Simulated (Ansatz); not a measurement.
CH5NOSi can be A, `N=C[SiH2]O`, or B, `O/C=N/[SiH3]`.

Gas-phase electronic energies from Ansatz, PBE0-D4/def2-TZVP geometries. CCSD(T)/CBS is the MP2 limit (def2-TZVPP, def2-QZVPP) plus CCSD(T) − MP2 in def2-TZVPP, frozen cores. DFT in def2-TZVPP. B3LYP here is the variant with VWN-RPA as its local correlation; programs differ in this. Each species was taken in one conformer, which may not be the lowest.

Question: Which isomer does CCSD(T)/CBS put lower? Give the gap. (Estimate.)

Answer: Ansatz gave: A, by 10.7 kcal/mol.

Question: Give E(B) − E(A) in kcal/mol with CCSD(T)/def2-TZVPP, B3LYP-D4, r2SCAN-D4, LDA (SPW92), PBE-D4, B3LYP, HF/def2-TZVPP. (Best estimate.)

Answer: The calculation gave: CCSD(T)/def2-TZVPP 9.7, B3LYP-D4 7.5, r2SCAN-D4 6.5, LDA (SPW92) 4.2, PBE-D4 5.9, B3LYP 7.1, HF/def2-TZVPP 7.2. None reverses the order clearly.

Question: Does the order hold for the free energy at 298.15 K (harmonic terms from PBE0-D4)? (An estimate is asked.)

Answer: The calculation gave: Yes: G(B) − G(A) = +9.8 kcal/mol, for one conformer each.

Largest T1 diagnostic: 0.014.

In def2-TZVPP, CCSD(T) changes the Hartree–Fock value by +2.5 kcal/mol (the triples alone add −0.2 kcal/mol) and MP2 by +1.9 kcal/mol. At CCSD(T), def2-SVP lies −5.9 kcal/mol from the extrapolated value and def2-TZVPP −1.0 kcal/mol.
